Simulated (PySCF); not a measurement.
Stepwise substitution at one centre (B NH2-SiH3). All species are isolated molecules in the gas phase. Strings in code marks are SMILES.

These are PBE-D3(BJ)/def2-TZVP // B3LYP-D3(BJ)/def2-TZVP in PySCF values and carry that method's errors. All candidates: neutral, multiplicity 1. 

| Item | Value |
|---|---|
| LUMO | -1.99 eV |
| dipole moment | 2.68 D |
| HOMO–LUMO gap | 4.26 eV |

Q: Which member has these values?
(A) `NB([SiH3])[SiH3]`
(B) `[SiH3]B([SiH3])[SiH3]`
(C) `NB(N)[SiH3]`

A: A, `NB([SiH3])[SiH3]`. The others give `[SiH3]B([SiH3])[SiH3]`: -4.08 eV, 0.02 D, 2.77 eV; `NB(N)[SiH3]`: -0.35 eV, 2.54 D, 5.41 eV
